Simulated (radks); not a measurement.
Species: the indium ion In2+. Configuration: [Kr] 4d10 5s1.

Calculated with a radial shooting solver on a logarithmic mesh with Libxc functionals: non-relativistic Kohn-Sham, TPSS, spin-polarised, spherical densities, point nucleus; open shells are filled with parallel spins first (spin-orbit coupling, left out, can overturn this in heavy ions); meta-GGA in the generalised Kohn-Sham scheme; relativity is left out, which matters for an element this heavy.

Energy parts (Ry):
| part | energy |
|---|---|
| total | -11482.92898 |
| kinetic | 11478.39283 |
| electron-nucleus | -27257.09970 |
| Hartree | 4606.74154 |
| exchange-correlation | -310.96365 |

Orbitals (lengths in bohr, moments of r in powers of bohr; <r^-3> diverges for s and p1/2; r(max) is where P^2 peaks):
orbital  occ.  eigenvalue (Ry)  <r^-3>   r(max)     <r^2>      <r>
1s up       1        -1972.926       -  0.02055  0.001289  0.03104
1s down     1        -1972.923       -  0.02055  0.001289  0.03104
2s up       1        -290.0465       -   0.1139   0.02117   0.1343
2s down     1        -290.0458       -   0.1139   0.02117   0.1343
2p up       3        -270.7879    3798  0.08925   0.01598   0.1146
2p down     3        -270.7869    3798  0.08925   0.01598   0.1146
3s up       1        -56.02275       -   0.3273    0.1490   0.3612
3s down     1        -56.02093       -   0.3273    0.1490   0.3612
3p up       3        -48.12719   683.2   0.3140    0.1442   0.3527
3p down     3        -48.12532   683.2   0.3140    0.1442   0.3527
3d up       5        -33.56921   108.2   0.2590    0.1249   0.3245
3d down     5        -33.56770   108.2   0.2590    0.1249   0.3244
4s up       1         -9.51461       -   0.7969    0.8757   0.8797
4s down     1         -9.50994       -   0.7971    0.8744   0.8792
4p up       3         -6.94273   117.6   0.8278     1.002   0.9362
4p down     3         -6.93624   117.8   0.8280    0.9984   0.9348
4d up       5         -2.75605   12.37   0.9227     1.600    1.159
4d down     5         -2.73631   12.53   0.9214     1.569    1.149
5s up       1         -1.68515       -    2.125     6.589    2.420
5s down     0         -1.59726       -    2.128     6.661    2.433

The highest occupied level is 5s up at -22.928 eV. Summed over all electrons, <r^2> = 32.74 bohr^2, which gives a Langevin (diamagnetic) susceptibility term of -25.9 x 10^-6 cm^3/mol. Spin moment in Bohr magnetons: 1. Virial ratio -V/T = 2.00040. The density falls to 0.001 e/bohr^3 at r = 3.60 bohr. The electron density at the nucleus is 8.273e+04 e/bohr^3. For comparison, the ionisation energy in NIST's Atomic Spectra Database is 28.044 eV (measured). In exact Kohn-Sham theory the highest level is minus the ionisation energy, but local and semilocal functionals leave it too shallow, through self-interaction and a potential that decays too fast; potentials with the right tail come closer.
